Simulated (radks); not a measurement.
Radial electron density D(r) = 4 pi r^2 rho(r) of an atom or ion with 23 electrons. Calculated with a radial shooting solver on a logarithmic mesh with Libxc functionals: scalar-relativistic Kohn-Sham, PBEsol, spin-unpolarised, spherical densities, finite nucleus; Fermi nuclear charge, rms radius of each element as measured or else 0.836 A^(1/3) + 0.57 fm.

| r (bohr) | D(r) (e/bohr) |
|---|---|
| 0.003424 | 1.434 |
| 0.003923 | 1.827 |
| 0.004494 | 2.320 |
| 0.005108 | 2.894 |
| 0.005852 | 3.643 |
| 0.006704 | 4.561 |
| 0.007681 | 5.676 |
| 0.0088 | 7.013 |
| 0.01 | 8.496 |
| 0.01146 | 10.32 |
| 0.01313 | 12.41 |
| 0.01504 | 14.75 |
| 0.01709 | 17.13 |
| 0.01958 | 19.79 |
| 0.02244 | 22.46 |
| 0.02571 | 24.99 |
| 0.02945 | 27.20 |
| 0.03347 | 28.80 |
| 0.03835 | 29.83 |
| 0.04394 | 30.02 |
| 0.05034 | 29.36 |
| 0.05721 | 28.09 |
| 0.06555 | 26.32 |
| 0.07509 | 24.59 |
| 0.08603 | 23.43 |
| 0.09857 | 23.31 |
| 0.112 | 24.39 |
| 0.1283 | 26.66 |
| 0.147 | 29.53 |
| 0.1685 | 32.06 |
| 0.1915 | 33.19 |
| 0.2194 | 32.30 |
| 0.2513 | 29.08 |
| 0.2879 | 24.12 |
| 0.3299 | 18.69 |
| 0.3749 | 14.46 |
| 0.4296 | 11.92 |
| 0.4921 | 11.61 |
| 0.5638 | 12.80 |
| 0.6408 | 14.16 |
| 0.7342 | 14.73 |
| 0.8411 | 13.83 |
| 0.9637 | 11.61 |
| 1.104 | 8.731 |
| 1.255 | 6.080 |
| 1.438 | 3.812 |
| 1.647 | 2.275 |
| 1.887 | 1.379 |
| 2.145 | 0.9311 |
| 2.457 | 0.6797 |
| 2.815 | 0.5191 |
| 3.225 | 0.3795 |
| 3.695 | 0.2480 |
| 4.2 | 0.1445 |
| 4.811 | 0.06849 |
| 5.512 | 0.02644 |
| 6.315 | 0.008028 |
| 7.178 | 0.002031 |
| 8.223 | 0.0003491 |

What is the nuclear charge?

Answer. Z = 25. The innermost maximum, from 1s, lies near gamma/Z bohr with gamma = sqrt(1 - (Z/c)^2) = 0.983, here 0.0393 bohr (found: 0.0422), and its height grows with Z. The density is that of the manganese ion Mn2+ in [Ar] 3d4 4p1; the configuration itself is not fixed sharply by these data, and Z only to about a unit. D(r) has 3 maxima, at r = 0.0422, 0.195, 0.728 bohr, and minima at 0.0932, 0.469 bohr, inside which lie 2.12, 10.60 electrons.
